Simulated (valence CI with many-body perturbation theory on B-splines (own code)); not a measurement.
# Ru XL: electric-dipole lines

Computed by relativistic CI+MBPT: three valence electrons over a frozen Dirac-Fock core [He], radial functions for each j: 11 s, 11 p, 10 d, 8 f, 5 g, 2 h, with the one-electron correlation potential Σ1, the two-electron term Σ2, the three-electron term Σ3, Breit, model QED; selected CI, second order for the rest, scaled by the run's own slope (own B-spline code, finite nucleus).

No measured spectrum was set against this ion. As an estimate, large intervals hold to a few tenths of a per cent, small ones and those within an open d or f shell to about a per cent.

Lines 101 to 150 of 550 in falling wavelength, among levels below 38491 × 10³ cm⁻¹, chosen from the strongest by gf and those to the six lowest levels. Wavelengths and rates use the calculated energies. Electric multipoles are in the length gauge with retardation, E1 and E2 with the static RPA response of the core. Weak lines are less certain than strong ones. Lines between different terms over intervals too small for the method are left out, as are lines whose strength nearly cancels. The highest levels of a list are the least certain.

Levels are named by their leading jj configuration (3d3/2^4 stands for four electrons in 3d with j = 3/2), which in mixed levels can hold well under half, so a name can repeat and another be missing. Letters in brackets count levels of one name in rising energy.

| λ vac (nm) | Upper | Lower | A (s⁻¹) | S (a.u.) |
| --- | --- | --- | --- | --- |
| 9.315 | (2p1/2^2 2p3/2) J=3/2 | (2s 2p1/2 2p3/2) J=3/2 [b] | 5.38e+09 | 8.58e-03 |
| 9.191 | (2p1/2^2 4f7/2) J=7/2 | (2s 2p1/2 4f7/2) J=9/2 | 1.22e+10 | 3.73e-02 |
| 9.048 | (2p1/2^2 4d5/2) J=5/2 | (2s 2p1/2 4d5/2) J=7/2 | 1.55e+10 | 3.39e-02 |
| 8.765 | (2p1/2^2 3d5/2) J=5/2 | (2s 2p1/2 3d5/2) J=7/2 | 1.66e+10 | 3.30e-02 |
| 7.148 | (2p1/2^2 2p3/2) J=3/2 | (2s 2p1/2 2p3/2) J=5/2 | 3.29e+10 | 2.37e-02 |
| 6.253 | (2p1/2^2 2p3/2) J=3/2 | (2s 2p1/2 2p3/2) J=3/2 [a] | 1.35e+10 | 6.53e-03 |
| 5.301 | (2p3/2^2 3d5/2) J=9/2 | (2s 2p3/2 3d5/2) J=7/2 [b] | 5.67e+10 | 4.17e-02 |
| 5.201 | (2p3/2^2 3p3/2) J=7/2 | (2s 2p3/2 3p3/2) J=5/2 [b] | 6.92e+10 | 3.84e-02 |
| 5.143 | (2p3/2^2 3s) J=5/2 | (2s 2p3/2 3s) J=3/2 [b] | 7.04e+10 | 2.83e-02 |
| 5.119 | (2p3/2^2 3p1/2) J=5/2 | (2s 2p3/2 3p1/2) J=3/2 [b] | 7.23e+10 | 2.87e-02 |
| 5.089 | (2p3/2^2 3d3/2) J=7/2 | (2s 2p3/2 3d3/2) J=5/2 [b] | 4.46e+10 | 2.32e-02 |
| 4.959 | (2s 2p3/2^2) J=5/2 | (2s^2 2p3/2) J=3/2 | 3.65e+10 | 1.32e-02 |
| 4.835 | (2p1/2 2p3/2^2) J=3/2 | (2s 2p1/2 2p3/2) J=3/2 [b] | 2.02e+10 | 4.51e-03 |
| 4.582 | (2p3/2^2 3d3/2) J=7/2 | (2s 2p3/2 3d5/2) J=7/2 [a] | 4.60e+10 | 1.75e-02 |
| 4.568 | (2p3/2^3) J=3/2 | (2s 2p3/2^2) J=3/2 | 2.40e+11 | 4.51e-02 |
| 4.546 | (2p1/2 2p3/2^2) J=5/2 | (2s 2p1/2 2p3/2) J=3/2 [b] | 8.52e+10 | 2.37e-02 |
| 4.535 | (2p1/2 2p3/2 3d5/2) J=9/2 | (2s 2p1/2 3d5/2) J=7/2 | 6.32e+10 | 2.91e-02 |
| 4.527 | (2p3/2^2 3d5/2) J=5/2 [b] | (2s 2p3/2 3d5/2) J=5/2 [b] | 9.16e+10 | 2.52e-02 |
| 4.512 | (2p1/2 2p3/2 3p3/2) J=7/2 | (2s 2p1/2 3p3/2) J=5/2 | 8.32e+10 | 3.02e-02 |
| 4.509 | (2p1/2 2p3/2 3d5/2) J=7/2 [b] | (2s 2p1/2 3d5/2) J=5/2 [a] | 6.01e+10 | 2.17e-02 |
| 4.488 | (2p1/2 2p3/2 3p3/2) J=5/2 [a] | (2s 2p1/2 3p3/2) J=3/2 [a] | 7.80e+10 | 2.09e-02 |
| 4.473 | (2p3/2^2 3p3/2) J=5/2 | (2s 2p3/2 3p3/2) J=5/2 [a] | 7.89e+10 | 2.09e-02 |
| 4.448 | (2s 2p3/2 3d5/2) J=7/2 [b] | (2s^2 3d5/2) J=5/2 | 1.23e+11 | 4.28e-02 |
| 4.439 | (2p1/2 2p3/2 3d5/2) J=7/2 [a] | (2s 2p1/2 3d3/2) J=5/2 | 5.52e+10 | 1.91e-02 |
| 4.405 | (2s 2p3/2 4d5/2) J=7/2 [b] | (2s^2 4d5/2) J=5/2 | 1.36e+11 | 4.58e-02 |
| 4.401 | (2p3/2^2 3s) J=1/2 | (2s 2p3/2 3s) J=3/2 [b] | 2.09e+11 | 1.76e-02 |
| 4.397 | (2s 2p3/2 4p3/2) J=5/2 [b] | (2s^2 4p3/2) J=3/2 | 1.57e+11 | 3.96e-02 |
| 4.391 | (2s 2p3/2 3p3/2) J=5/2 [b] | (2s^2 3p3/2) J=3/2 | 1.31e+11 | 3.27e-02 |
| 4.380 | (2s 2p3/2 4d3/2) J=3/2 [b] | (2s^2 4d3/2) J=3/2 | 1.66e+11 | 2.76e-02 |
| 4.378 | (2p3/2^2 3d5/2) J=5/2 [b] | (2s 2p3/2 3d5/2) J=7/2 [b] | 1.25e+11 | 3.11e-02 |
| 4.376 | (2p1/2 2p3/2 3p1/2) J=5/2 | (2s 2p1/2 3p1/2) J=3/2 | 7.47e+10 | 1.85e-02 |
| 4.375 | (2s 2p3/2 4d3/2) J=5/2 [b] | (2s^2 4d3/2) J=3/2 | 1.34e+11 | 3.32e-02 |
| 4.372 | (2s 2p3/2 3d3/2) J=5/2 [b] | (2s^2 3d3/2) J=3/2 | 1.18e+11 | 2.93e-02 |
| 4.365 | (2s 2p3/2 4p1/2) J=3/2 [b] | (2s^2 4p1/2) J=1/2 | 1.60e+11 | 2.63e-02 |
| 4.364 | (2s 2p3/2 4s) J=3/2 [b] | (2s^2 4s) J=1/2 | 1.49e+11 | 2.45e-02 |
| 4.361 | (2s 2p3/2 4p3/2) J=3/2 [b] | (2s^2 4p3/2) J=3/2 | 1.67e+11 | 2.74e-02 |
| 4.335 | (2p3/2^2 3d3/2) J=3/2 [b] | (2s 2p3/2 3d3/2) J=5/2 [b] | 1.19e+11 | 1.92e-02 |
| 4.335 | (2p3/2^2 3p3/2) J=3/2 [b] | (2s 2p3/2 3p3/2) J=5/2 [b] | 1.18e+11 | 1.89e-02 |
| 4.333 | (2p1/2 2p3/2 3s) J=5/2 | (2s 2p1/2 3s) J=3/2 | 9.29e+10 | 2.24e-02 |
| 4.303 | (2s 2p3/2 3d5/2) J=5/2 [b] | (2s^2 3d5/2) J=5/2 | 1.45e+11 | 3.42e-02 |
| 4.302 | (2s 2p3/2 3p1/2) J=3/2 [b] | (2s^2 3p1/2) J=1/2 | 1.55e+11 | 2.43e-02 |
| 4.289 | (2s 2p3/2 3s) J=3/2 [b] | (2s^2 3s) J=1/2 | 1.67e+11 | 2.60e-02 |
| 4.276 | (2p3/2^2 3s) J=3/2 | (2s 2p3/2 3s) J=3/2 [a] | 1.14e+11 | 1.76e-02 |
| 4.262 | (2s 2p3/2 3d5/2) J=3/2 [b] | (2s^2 3d5/2) J=5/2 | 1.94e+11 | 2.97e-02 |
| 4.236 | (2p3/2^2 3p3/2) J=7/2 | (2s 2p3/2 3p3/2) J=7/2 | 9.73e+10 | 2.92e-02 |
| 4.228 | (2p3/2^2 3p1/2) J=5/2 | (2s 2p3/2 3p1/2) J=5/2 | 1.04e+11 | 2.32e-02 |
| 4.220 | (2p3/2^2 3d5/2) J=9/2 | (2s 2p3/2 3d5/2) J=9/2 | 8.87e+10 | 3.29e-02 |
| 4.183 | (2s 2p1/2 2p3/2) J=3/2 [b] | (2s^2 2p1/2) J=1/2 | 1.56e+11 | 2.26e-02 |
| 4.178 | (2p1/2 2p3/2^2) J=3/2 | (2s 2p1/2 2p3/2) J=5/2 | 1.89e+10 | 2.73e-03 |
| 4.143 | (2p3/2^2 3s) J=5/2 | (2s 2p3/2 3s) J=5/2 | 8.29e+10 | 1.75e-02 |
